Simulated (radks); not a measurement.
Results of a calculation; reference values are marked as such.
Dynamic dipole polarisability and lines of the phosphorus ion P11+, [He] 2s2. Level of theory: scalar-relativistic Kohn-Sham, LB94 model potential, spin-polarised, spherical densities, finite nucleus; Fermi nuclear charge, rms radius of each element as measured or else 0.836 A^(1/3) + 0.57 fm (a radial shooting solver on a logarithmic mesh with Libxc functionals). Time-dependent linear response with the Hartree and adiabatic LDA kernel, continuum included through the Sternheimer equations, no spin-orbit coupling, so fine structure and intercombination lines are absent. Lines are the poles of the dipole polarisability below minus the highest occupied eigenvalue, found on a grid refined at the orbital gaps; the lowest seven at most are given, and weak or close lines can be missed. The first line takes the name of the lowest orbital gap if no other gap lies below it; otherwise a line is named after a gap within 0.6 % of it, if that gap stands alone.

photon energy (eV),alpha (bohr^3)
0,0.1133
9.111,0.1198
45.556,-0.2431
82.001,-0.02227
118.45,-0.004726
154.89,0.001457
191.34,0.005132
227.78,0.008619
264.23,0.01409
300.67,0.03212
337.12,-0.06761
373.56,-0.01082
410.01,0.002050
446.45,-0.009461
482.90,-0.009113
519.34,-0.004655

Lines (eV, oscillator strength): 38.148 (32.50 nm, 2s-2p), f = 0.209; 326.49 (3.798 nm, 2s-3p), f = 0.668; 428.84 (2.891 nm, 2s-4p), f = 0.169; 474.80 (2.611 nm, 2s-5p), f = 0.0708; 499.52 (2.482 nm, 2s-6p), f = 0.0371; 514.37 (2.410 nm, unassigned), f = 0.0220; 523.97 (2.366 nm, unassigned), f = 0.0142. Higher lines, where found, are left out when the end of the mesh affects them. Those listed give 99 % of the static polarisability (sum of f/w^2). Orbital energy gaps for comparison: 2s-2p 27.418 eV; 2s-3p 327.50 eV; 2s-4p 429.12 eV; 2s-5p 474.91 eV; 2s-6p 499.58 eV.
